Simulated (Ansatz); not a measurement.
Reaction (formal exchange of groups at a B–Si bond): `O=CB(F)[SiH3]` + `NC(F)(F)S` → `O=CB(F)F` + `NC(F)([SiH3])S`

Gas-phase electronic energies from Ansatz, PBE0-D4/def2-TZVP geometries. CCSD(T)/CBS adds triple-zeta CCSD(T) − MP2 to the extrapolated MP2 energy (def2 sets, frozen cores). Functionals use def2-TZVPP. One conformer a species, not always the lowest.

| level | ΔE (kJ/mol) |
| --- | --- |
| r2SCAN-D4 | -192.3 |
| B2PLYP | -201.9 |

Question: What does CCSD(T)/CBS give? (An estimate is asked.)

Answer: Computed: -203.1 kJ/mol. The listed levels differ from it by 10.8, 1.2 kJ/mol.

Question: What do rigid-rotor, harmonic-oscillator terms from PBE0-D4/def2-TZVP frequencies (298.15 K, 1 bar) make of the CCSD(T)/CBS value? (An estimate is asked.)

Answer: The calculation gave: ΔZPE = +3.4 kJ/mol, ΔH = -200.8 kJ/mol, ΔS = -18 J/(mol·K), ΔG = -195.5 kJ/mol. Modes under 50 cm⁻¹ make the entropy rough.

Largest T1 diagnostic among the species: 0.015.

At CCSD(T), def2-SVP lies +7.6 kJ/mol from the extrapolated value and def2-TZVPP +3.1 kJ/mol. In def2-TZVPP, CCSD(T) changes the Hartree–Fock value by −7.8 kJ/mol (the triples alone add −0.5 kJ/mol) and MP2 by −22.2 kJ/mol. The D4 term adds −5.7 kJ/mol with B3LYP and −3.0 kJ/mol with PBE0; it sums over pairs of atoms, weighted by their polarisabilities, and B3LYP, whose exchange is more repulsive, gets the larger term.

B3LYP here is the variant with VWN-RPA as its local correlation; programs differ in this.
